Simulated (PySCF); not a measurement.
Bi(OH)2(OMe), SMILES C[O][Bi]([OH])[OH], B3LYP/def2-SVP optimised geometry.

```
10

Bi    -0.79    -1.84     0.00
O     -0.93    -2.15    -2.07
H     -0.05    -2.06    -2.46
O      1.32    -1.84     0.00
H      1.65    -0.93     0.05
O     -1.04     0.25     0.00
C     -0.89     1.03    -1.16
H     -1.03     0.45    -2.09
H     -1.65     1.84    -1.15
H      0.11     1.51    -1.21
```

Density from B3LYP/def2-TZVP, def2 effective core potentials past Kr (PySCF 2.14.0) at that geometry. The core electrons that the potentials of Bi replace are not part of the density.

Minimum of the electron density along straight lines between bonded atoms, close to the bond critical point (lines longer than 1.1 times the sum of covalent radii, or with two minima, are not listed):

```tsv
bond	length / Å	ρ at the minimum / e bohr⁻³	∇²ρ there / e bohr⁻⁵	position (fraction from the first atom)
Bi1–O2	2.102	0.108	0.33	0.53
O2–H3	0.971	0.349	-2.26	0.80
Bi1–O4	2.106	0.107	0.33	0.53
O4–H5	0.970	0.350	-2.27	0.80
Bi1–O6	2.105	0.106	0.33	0.53
O6–C7	1.409	0.262	?	0.64
C7–H8	1.107	0.277	-0.95	0.65
C7–H9	1.106	0.277	-0.95	0.64
C7–H10	1.109	0.274	-0.94	0.64
```

Q: What belongs in the gaps?

A: 
- O6–C7, ∇²ρ there / e bohr⁻⁵: -0.60
